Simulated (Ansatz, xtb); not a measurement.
## A geometry optimisation of CH2BClF2 with r2SCAN-D4/def2-SVP

The starting geometry of this gas-phase singlet was built from a drawn formula by distance geometry and a force field; its bonds are those of `F[BH-](F)[CH+]Cl`.

```xyz
7

C    -1.5113    0.1402    2.2479
B    -2.1955   -0.2684    3.6140
Cl   -1.1796   -1.0622    1.0255
F    -3.4879   -0.8644    3.3598
F    -1.3431   -1.1759    4.3472
H    -2.3258    0.7337    4.2857
H    -1.2824    1.1810    2.0563
```

Problem. Where would you expect an optimisation with r2SCAN-D4/def2-SVP to take it?

Solution. It rearranges to `FB(F)CCl`. Contacts that open: B2–H6 (1.21 → 2.20 Å). Contacts that close: C1–H6 (2.27 → 1.10 Å).

The energy falls by 3.98 eV over 26 steps:

| step | E − E(last) (eV) |
| --- | --- |
| 1 | 3.979 |
| 4 | 3.549 |
| 7 | 3.511 |
| 9 | 3.395 |
| 12 | 3.014 |
| 15 | 1.361 |
| 18 | 0.110 |
| 20 | 0.023 |
| 23 | 0.002 |
| 26 | 0.000 |

Final geometry (Å):

```xyz
7

C    -1.7136    0.2722    2.5567
B    -2.0826   -0.7391    3.6978
Cl   -2.4012   -0.1577    0.9610
F    -2.8383   -1.7997    3.5181
F    -1.6107   -0.5175    4.9151
H    -2.0617    1.2828    2.8281
H    -0.6176    0.3430    2.4596
```

From the same start GFN2-xTB reaches the same bonding as this run.

The end wasn't checked by frequencies. Run with Ansatz 0.2.0, 38 s on 1 thread of Intel(R) Xeon(R) 6975P-C (Granite Rapids), with other jobs on the host.
